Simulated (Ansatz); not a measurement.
Computed with Ansatz on PBE0-D4/def2-TZVP structures; ΔE is electronic, products minus reactants. CCSD(T)/CBS adds triple-zeta CCSD(T) − MP2 to the extrapolated MP2 energy (def2 sets, frozen cores). This one scheme is used for every species, atoms too. For atomizations the MP2-based limit and the directly extrapolated one differ by several kJ/mol either way, and by 10 to 25 for some Ge, Se and Sn compounds, so smaller differences from it don't rank the levels. DFT in def2-TZVPP. B3LYP here is the variant with VWN-RPA as its local correlation; programs differ in this. HSE06 is defined as in plane-wave codes. No spin–orbit coupling; open shells (•) take unrestricted orbitals. Spin–orbit coupling would lower the free atoms: a little for C, Si. Each species was taken in one conformer, which may not be the lowest.

Consider the atomization: `CN([SiH3])P` → C• + 8 H• + N• + P• + Si•.

```tsv
level	ΔE (kJ/mol)	difference from CCSD(T)/CBS
LDA (SPW92)	4387.9	508.0
revPBE-D4	3838.2	-41.7
BLYP-D4	3886.7	6.8
r2SCAN-D4	3862.0	-17.9
B97M-V	3896.9	17.0
PBE0-D4	3860.9	-19.0
B3LYP-D4	3906.6	26.7
r2SCANh-D4	3845.7	-34.2
r2SCAN0-D4	3823.0	-56.9
HSE06-D4	3862.9	-17.0
BHLYP-D4	3822.1	-57.8
CAM-B3LYP-D4	3916.6	36.7
ωB97X-V	3922.3	42.4
ωB97M-V	3909.0	29.1
B2PLYP	3836.7	-43.2
PBE-QIDH	3825.8	-54.1
PBE	3878.8	-1.1
revPBE	3753.3	-126.6
BLYP	3825.7	-54.2
r2SCAN	3855.2	-24.7
PBE0	3837.5	-42.4
B3LYP	3861.9	-18.0
r2SCANh	3838.5	-41.4
r2SCAN0	3815.0	-64.9
HSE06	3841.2	-38.7
CAM-B3LYP	3893.0	13.1
LC-ωPBE	3836.6	-43.3
MP2/def2-SVP	3579.9	-300.0
CCSD/def2-SVP	3566.7	-313.2
CCSD(T)/def2-SVP	3601.2	-278.7
HF/def2-TZVPP	2780.0	-1099.9
MP2/def2-TZVPP	3760.6	-119.3
SCS-MP2/def2-TZVPP	3807.7	-72.2
CCSD/def2-TZVPP	3720.2	-159.7
CCSD(T)/def2-TZVPP	3767.1	-112.8
HF/def2-QZVPP	2788.2	-1091.7
MP2/def2-QZVPP	3828.2	-51.7
HF/CBS(def2)	2789.5	-1090.4
MP2/CBS(def2)	3873.4	-6.5
CCSD/CBS(def2)	3833.0	-46.9
CCSD(T)/CBS	3879.9	0
```

(1) What do rigid-rotor, harmonic-oscillator terms from PBE0-D4/def2-TZVP frequencies (298.15 K, 1 bar) make of the CCSD(T)/CBS value? (Estimate.)

Largest T1 diagnostic among the species: 0.012.

## Answers

(1) The calculation gave: ΔZPE = -229.2 kJ/mol, ΔH = +3703.7 kJ/mol, ΔS = 1215 J/(mol·K), ΔG = +3341.6 kJ/mol. Open shells count their whole term as degenerate.

In def2-TZVPP, CCSD(T) changes the Hartree–Fock value by +987.1 kJ/mol (the triples alone add +46.9 kJ/mol) and MP2 by +980.6 kJ/mol; breaking electron pairs costs correlation energy, which Hartree–Fock lacks. Leaving LDA and LC-ωPBE aside and taking each functional with its dispersion term where it has one, the values spread over 100.2 kJ/mol, from BHLYP-D4 to ωB97X-V. LDA lies +509.1 kJ/mol from PBE without D4, its usual overbinding.
